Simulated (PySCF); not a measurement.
hydrogen selenide (H2Se), SMILES [SeH2]. Geometry: PBE-D3(BJ)/def2-TZVPD.

Computed with PBE-D3(BJ)/def2-TZVPD run with PySCF 2.14.0.

Harmonic wavenumbers (cm⁻¹): 1020, 2362, 2377. Rotational constants (GHz): 236.9, 226.8, 115.9; symmetry number 2.

Work out the zero-point energy and the ideal-gas rigid-rotor harmonic-oscillator thermochemistry at 298.15 K and 1 atm.

ZPE = ½ Σ hcν = ½ × 5758 cm⁻¹ = 8.23 kcal/mol. H − E(el) = 10.62 kcal/mol. Entropy in cal/(mol K): translation 39.09, rotation 13.23, vibration 0.09, total 52.41. G − E(el) = -5.00 kcal/mol. Cp = 8.31 cal/(mol K).
